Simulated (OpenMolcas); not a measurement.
**Ions of charge +4 along the 4d row on the Ga site of K2NaGaF6**

```json
{"Program": "OpenMolcas", "Method": "CASSCF", "Spin-orbit coupling": "state interaction with AMFI integrals over the reference wave functions"}
```

The d shell is active. Each dopant is a cluster with its nearest anions in model potentials and point charges, with no relaxation and no local charge compensation. Distances were set from a Shannon-type radius of the metal (high-spin where two are listed) plus a fixed donor radius (F 1.31 Å), in hosts weighted 0.65 to 0.35 with the host's distance in the model lattice. Ligand basis ANO-RCC-VDZP, DKH2 Hamiltonian. States (labels of O, the rotations of Oh). Energies in cm-1 above the lowest state or level, χT in cm3 K/mol; under a threefold ground state the first gap can be a small split of the lowest multiplet, not the spin-orbit step; 10Dq and B are least-squares fits to the states below 45000 cm-1, weighted by degeneracy, with a free offset, and given where the rms deviation is under 5 % of |10Dq| (or 100 cm-1) and under 700 cm-1. Spin-only χT is S(S+1) / 2 for the spin of the ground state.

```tsv
Ion	Shell	R (Å)	Metal basis	Ground state	First state of that spin	10Dq	B (rms of fit)	First gap with spin-orbit (degeneracies)	χT at 300 K	First state of another spin	Spin-only χT
Nb4+	4d1	1.972	ANO-RCC-VTZP	2T2	2E 34037	34037		967.6 (4, 2)	0.152		0.375
Mo4+	4d2	1.952	ANO-RCC-VTZP	3T1	3T2 30715	32185	739 (96)	26.2 (2, 3)	0.396	1T2 10344	1.000
Tc4+	4d3	1.949	ANO-RCC-VTZP	4A2	4T2 30421	29871	783 (177)	14894 (4, 4)	1.774	2E 14958	1.875
Ru4+	4d4	1.933	ANO-RCC-VTZP	3T1	3E 26013	29088	793 (330)	759.8 (1, 3)	1.048	1T2 9255	1.000
Rh4+	4d5	1.92	ANO-RCC-VTZP	2T2	24385	28724	769 (496)	2295 (2, 4)	0.533	2S+1 = 4: 13953	0.375
Pd4+	4d6	1.929	ANO-RCC-VTZP	1A1	1T1 25154			18934 (1, 2)	0.015	3T1 19482	0.000
```

Among the 5 ions with a close fit, |10Dq| is smallest for Rh4+ (28724 cm-1) and largest for Nb4+ (34037 cm-1). The error differs from ion to ion, so this order need not be the real one.

B goes from 739 cm-1 (Mo4+) to 769 cm-1 (Rh4+).

Below the highest spin of the shell: Ru4+, Rh4+, Pd4+. χT departs most from the spin-only value for Mo4+, by -0.604 cm3 K/mol.

With metal d orbitals alone the field can be off either way by tens of per cent. Ligand-to-metal charge-transfer states are missing. An orbital triplet at a regular site is open to Jahn-Teller coupling, which can distort the site and quench the lowest spin-orbit gaps and is left out (holds for Nb4+; Mo4+; Ru4+; Rh4+). The least metal-like active orbital is 79 % on the metal (Löwdin) and no ligand orbital is active, so the numbers are rough (holds for Nb4+). Without dynamic correlation the repulsion within the d shell is too large (B by tens of per cent), so at a given field states of lower spin stand too high (holds for Mo4+; Tc4+; Ru4+; Rh4+; Pd4+). The least metal-like active orbital is 78 % on the metal (Löwdin) and no ligand orbital is active, so the numbers are rough (holds for Mo4+). With no ligand orbital active B as a rule stays too high, so bands that hang on it stand too high and its fall with covalency is understated (holds for Mo4+; Tc4+; Ru4+; Rh4+; Pd4+). The least metal-like active orbital is 77 % on the metal (Löwdin) and no ligand orbital is active, so the numbers are rough (holds for Tc4+). This shell can be high or low spin here, a state of another spin lies low, and with metal d orbitals alone active their balance is uncertain, so the ground spin may be wrong, although the usual error favours high spin (holds for Ru4+). The least metal-like active orbital is 75 % on the metal (Löwdin) and no ligand orbital is active, so the numbers are rough (holds for Ru4+). The least metal-like active orbital is 71 % on the metal (Löwdin) and no ligand orbital is active, so the numbers are rough (holds for Rh4+). The least metal-like active orbital is 65 % on the metal (Löwdin) and no ligand orbital is active, so the numbers are rough, and ground spin, moment and any spin crossover can be artefacts of this space; highly charged d ions in such sites are as a rule low spin (holds for Pd4+). No measured value stands beside these numbers; the geometry was set by hand and not optimised.

A state without a sure symmetry label is named by its multiplicity alone.
